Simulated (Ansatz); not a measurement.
This geometry of C2H7NSSi (12 atoms, charge 0, multiplicity 1) is a first-order saddle point.

Method: Ansatz, RKS r2SCAN-D4/def2-SVP.

```xyz
12
Properties=species:S:1:pos:R:3
N -0.389 1.540 0.088
C -0.165 0.177 -0.170
Si 1.439 -0.535 0.570
C -1.353 -0.693 -0.302
S -0.541 -0.554 -1.926
H -1.229 1.894 -0.371
H 0.399 2.131 -0.171
H 2.294 -1.200 -0.449
H 1.084 -1.521 1.636
H 2.203 0.594 1.186
H -2.330 -0.197 -0.211
H -1.336 -1.691 0.154
```

Task: Which two structures does it join? (They come from a converged band through this point; their orientation in space is the band's.)

Result: No bond is made or broken. The dihedral S5–C2–Si3–H8 goes from -47 to 74°. The two ends are copies of one structure, up to a mirror image or an exchange of like atoms.

Initial state:

```xyz
12
Properties=species:S:1:pos:R:3
N -0.544 1.476 0.352
C -0.182 0.200 -0.099
Si 1.418 -0.532 0.597
C -1.248 -0.721 -0.543
S -0.262 -0.228 -1.994
H -1.369 1.846 -0.121
H 0.210 2.156 0.268
H 1.550 -1.935 0.121
H 1.396 -0.507 2.095
H 2.566 0.303 0.136
H -2.275 -0.330 -0.511
H -1.184 -1.782 -0.267
```

Final state:

```xyz
12
Properties=species:S:1:pos:R:3
N -0.357 1.572 -0.023
C -0.173 0.187 -0.133
Si 1.426 -0.524 0.584
C -1.367 -0.681 -0.201
S -0.528 -0.715 -1.818
H -1.197 1.900 -0.500
H 0.440 2.107 -0.363
H 2.579 0.006 -0.202
H 1.365 -2.009 0.512
H 1.598 -0.095 2.009
H -2.342 -0.172 -0.181
H -1.366 -1.630 0.351
```

Task: How far does it lie above each of them?

Result: 2.9 kcal/mol above the first and 2.9 kcal/mol above the second. This is the barrier of this one path; another mechanism may lie lower.

Run time: 4.1 min on 2 threads of Arm Neoverse V1, on a shared host, peak memory 0.18 GiB.
